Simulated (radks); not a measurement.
The mean radii <r> (bohr) of the occupied orbitals of an atom or ion are listed with their occupations. All-electron calculation, non-relativistic Kohn-Sham, r2SCAN, spin-polarised, spherical densities, point nucleus; meta-GGA in the generalised Kohn-Sham scheme. Program: a radial shooting solver on a logarithmic mesh with Libxc functionals.

orbital  occ.      <r>
1s up       1  0.08621
1s down     1  0.08621
2s up       1   0.4146
2s down     1   0.4147
2p up       3   0.3766
2p down     3   0.3767
3s up       1    1.376
3s down     1    1.385
3p up       3    1.543
3p down     2    1.562

Name the element and its charge. Open shells, if any, are filled with parallel spins first.

Answer. Z = 18, argon, charge +1: Ar+ in [Ne] 3s2 3p5. The 1s radius gives Z: for a bare nucleus <r> = 1.5/Z, 0.08333 bohr for Z = 18, and screening makes it slightly larger (0.08621 here). The occupations add up to 17, and the charge is Z minus that.
